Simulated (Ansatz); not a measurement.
Geometry optimisation, UKS LDA/6-31G in Ansatz 0.2.0.

Input:

```yaml
crystal:
  periodic: [false, false, false]
  atoms:
    - { symbol: B, position_ang: [-1.435288, -1.141541, 0.167724] }
    - { symbol: S, position_ang: [-0.4481, -2.342752, 1.206504] }
    - { symbol: F, position_ang: [-1.158195, -1.044289, -1.152116] }
    - { symbol: F, position_ang: [-2.482198, -0.457761, 0.679125] }
    - { symbol: H, position_ang: [1.102791, -0.207263, 0.872039] }
    - { symbol: O, position_ang: [0.674065, 0.627498, 0.587404] }
    - { symbol: Si, position_ang: [1.11915, 1.45598, -0.875841] }
    - { symbol: H, position_ang: [-1.068191, -2.014377, 2.41618] }
    - { symbol: H, position_ang: [-0.166097, 1.841109, -1.569513] }
    - { symbol: H, position_ang: [1.904224, 2.711098, -0.542795] }
    - { symbol: H, position_ang: [1.958039, 0.572397, -1.788712] }
magnetization:
  spin_polarized: true
basis:
  gaussian: { orbitals: "6-31G" }
hamiltonian:
  xc: lda
relax:
  f_tol: 0.03
  max_steps: 50
```

Launched with:

```bash
$ ansatz run input.yaml --threads 2 --pin off --max-ram 3072MiB --backend cpu --events-out ev --progress --plain --runs-dir out
```

**Question.** Where does it end, and by what steps?

**Answer.** The run converged. Limits of this set-up: no polarisation functions. After 13 steps the energy has fallen by 0.952 eV; B1 moved furthest, 0.72 Å. Joined: B1–O6.

```json
{"step": "0", "energy less start (eV)": "0.0000", "largest force component (eV/Å)": "0.553", "accepted": "yes"}
{"step": "1", "energy less start (eV)": "-0.1459", "largest force component (eV/Å)": "0.523", "accepted": "yes"}
{"step": "2", "energy less start (eV)": "-0.3743", "largest force component (eV/Å)": "0.884", "accepted": "yes"}
{"step": "3", "energy less start (eV)": "-0.6412", "largest force component (eV/Å)": "1.395", "accepted": "yes"}
{"step": "4", "energy less start (eV)": "-0.8140", "largest force component (eV/Å)": "1.681", "accepted": "yes"}
{"step": "5", "energy less start (eV)": "-0.8965", "largest force component (eV/Å)": "0.530", "accepted": "yes"}
{"step": "6", "energy less start (eV)": "-0.9210", "largest force component (eV/Å)": "0.132", "accepted": "yes"}
{"step": "7", "energy less start (eV)": "-0.9352", "largest force component (eV/Å)": "0.148", "accepted": "yes"}
{"step": "8", "energy less start (eV)": "-0.9438", "largest force component (eV/Å)": "0.239", "accepted": "yes"}
{"step": "9", "energy less start (eV)": "-0.9196", "largest force component (eV/Å)": "0.795", "accepted": "no"}
{"step": "10", "energy less start (eV)": "-0.9498", "largest force component (eV/Å)": "0.110", "accepted": "yes"}
{"step": "11", "energy less start (eV)": "-0.9514", "largest force component (eV/Å)": "0.068", "accepted": "yes"}
{"step": "12", "energy less start (eV)": "-0.9515", "largest force component (eV/Å)": "0.127", "accepted": "yes"}
{"step": "13", "energy less start (eV)": "-0.9519", "largest force component (eV/Å)": "0.011", "accepted": "yes"}
```

```xyz
11
Properties=species:S:1:pos:R:3
B -0.810 -0.781 0.177
S -0.362 -2.256 1.335
F -0.759 -1.032 -1.204
F -1.940 -0.070 0.562
H 0.993 -0.102 1.134
O 0.438 0.173 0.361
Si 0.871 1.307 -0.954
H -1.349 -1.993 2.277
H -0.451 1.828 -1.431
H 1.705 2.353 -0.253
H 1.664 0.572 -2.002
```

The run took 28 s on 2 threads of AMD EPYC 7B13 (Zen 3), on a shared host, peak memory 0.23 GiB.
